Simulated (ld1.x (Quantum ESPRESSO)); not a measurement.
## Pseudopotential generation for Mg (Z = 12): ultrasoft, PBE, scalar-relativistic.

Mg (Z = 12), ultrasoft, made with ld1.x (Quantum ESPRESSO) 7.5 (PBE, scalar-relativistic). Core [Ne], reference 3s2 3p0. Waves: 3s (bound): rcut 2.55, rcutus 2.90 bohr; 3s channel at 0.55 Ry: rcut 2.55, rcutus 2.90 bohr; 3p (bound, empty): rcut 3.65, rcutus 4.05 bohr; 3p channel at 0.95 Ry: rcut 3.65, rcutus 4.05 bohr. Local part: all-electron potential smoothed inside 3.35 bohr (lloc = -2). Core correction: a·sin(br)/r model core inside 1.85 bohr. Augmentation charge: PSQ, radius 2.00 bohr.

All-electron outer shells of the reference configuration (PBE, scalar-relativistic, ld1.x):

| shell | level (eV) | outermost node (bohr) | outermost maximum (bohr) |
| --- | --- | --- | --- |
| 2s | -79.85 | 0.18 | 0.54 |
| 2p | -46.61 | – | 0.48 |
| 3s | -4.70 | 0.90 | 2.56 |
| 3p | -1.33 | 0.96 | 3.46 |

(1) Estimate the cutoffs (Ry, on a coarse ladder) from which the occupation-weighted sum of valence levels, in a spherical-Bessel basis at the reference potential, stays within 10 and 1 mRy of its value at 400 Ry.

(2) Does the potential have ghost states?

(3) Is the overlap operator S = 1 + Σ q|β⟩⟨β| positive definite (Bessel basis up to 400 Ry)?

(4) Tests: 3s1 3p0; 3s1.5 3p0; 3s1 3p1; 3s0 3p1; 3s0 3p2. Which has the largest error in its energy relative to the reference configuration, and how large is it?

## Answers

(1) 6 Ry and 6 Ry.

(2) No extra level below or beside the all-electron valence levels (s, p, d, f tested).

(3) Yes: its lowest eigenvalue is 0.49 (s channel).

(4) 3s0 3p1, with +46 meV (all-electron minus pseudo) on +12.33 eV.
